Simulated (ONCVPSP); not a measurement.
# u(r) = r·R(r): atom against pseudo-atom (H)

Columns: radius, all-electron u(r) and pseudo u(r) of the 1s shell (level -6.36 eV) of hydrogen in the configuration 1s1; LDA (Perdew-Zunger), scalar-relativistic, ONCV scheme, ONCVPSP 4.0.1.

```tsv
r (bohr)	all-electron	pseudo
0.053	0.0930	0.0758
0.105	0.1750	0.1489
0.158	0.2497	0.2208
0.210	0.3151	0.2878
0.262	0.3733	0.3503
0.315	0.4257	0.4089
0.368	0.4717	0.4618
0.420	0.5113	0.5080
0.473	0.5464	0.5489
0.525	0.5762	0.5831
0.578	0.6022	0.6121
0.630	0.6238	0.6350
0.683	0.6422	0.6533
0.735	0.6571	0.6667
0.788	0.6693	0.6766
0.840	0.6786	0.6834
0.893	0.6856	0.6882
0.945	0.6904	0.6913
0.998	0.6932	0.6934
1.050	0.6942	0.6942
1.102	0.6937	0.6937
1.155	0.6917	0.6917
1.208	0.6883	0.6883
1.260	0.6839	0.6839
1.313	0.6784	0.6784
1.365	0.6720	0.6720
```

Problem. How many radial nodes do the two functions have?

Solution. The all-electron 1s function has n − l − 1 = 0; the pseudo-wave has 0.

Problem. At about which radius was the pseudo-wave matched?

Solution. 1.05 bohr, where the columns begin to agree (steps of 0.05 bohr).

Problem. Where does each function peak?

Solution. Outermost all-electron maximum near 1.05 bohr, pseudo maximum near 1.05 bohr (to the table’s step).

Problem. Is the pseudo-wave norm-conserving?

Solution. Yes: the ONCV scheme keeps the norm inside the radius equal to the all-electron one, which fixes the energy derivative of the logarithmic derivative at the level.
